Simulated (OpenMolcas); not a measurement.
Tc5+ among 6 point charges of -1.7 e arranged as an octahedron (Oh), 2.02 Å from the ion.

| Quantity | Value |
| --- | --- |
| Program | OpenMolcas 26.06 |
| Method | CASSCF |
| Basis | ANO-RCC-VDZP [6s5p3d1f] |
| Scalar Hamiltonian | DKH2, point nucleus |
| Active space | 2 electrons in 5 orbitals (4d) |
| State averaging | 2S+1 = 3 even, 10 roots; 2S+1 = 1 even, 15 roots |
| Spin-orbit coupling | state interaction with AMFI integrals over the reference wave functions |

Problem. What is the spin-free ground state (labels of O, the rotations of Oh)?

Solution. 3T1, 3-fold in its orbital part, 98 % from free-ion F terms; it has the highest spin that d2 allows.

Problem. Where is the first state of the same spin?

Solution. 3T2 at 5450 cm-1 above the ground state.

Problem. What are the lowest two levels with spin-orbit coupling?

Solution. A 2-fold level E, then a 3-fold level T2 333.8 cm-1 above it. Their leading multiplicities are 3 (99 %) and 3 (99 %).

Problem. What is χT at 300 K, and how does it compare with the textbook value?

Solution. The lowest level has 2S+1 = 3, for which the spin-only value is χT = S(S+1) / 2 = 1.000 cm3 K/mol (g = 2). The computed 0.152 at 300 K differs by -0.848, through orbital momentum, spin-orbit coupling and any other state in reach. With a threefold ground state the orbital momentum is unquenched, so the spin-only value is not expected to hold.

Problem. Which ligand-field parameters describe the states?

Solution. A least-squares ligand-field fit to the states below 45000 cm-1, each weighted by its degeneracy and with a free common offset, gives 10Dq = 6454 cm-1, B = 941 cm-1 and C = 3829 cm-1 (C/B = 4.07), with an rms deviation of 42 cm-1. 

An orbital triplet at a regular site is open to Jahn-Teller coupling, which can distort the site and quench the lowest spin-orbit gaps and is left out. Without dynamic correlation the repulsion within the d shell is too large (B by tens of per cent), so at a given field states of lower spin stand too high. This field is weak: 10Dq is about 6454 cm-1, while octahedral complexes of 4d ions of charge 3 and more, computed by the same method with explicit ligands, had a median near 25000 cm-1. Ground spin and moment need not be those of a real site. Point charges carry no covalency, so the field is a model and not that of real ligands. No measured value stands beside these numbers.
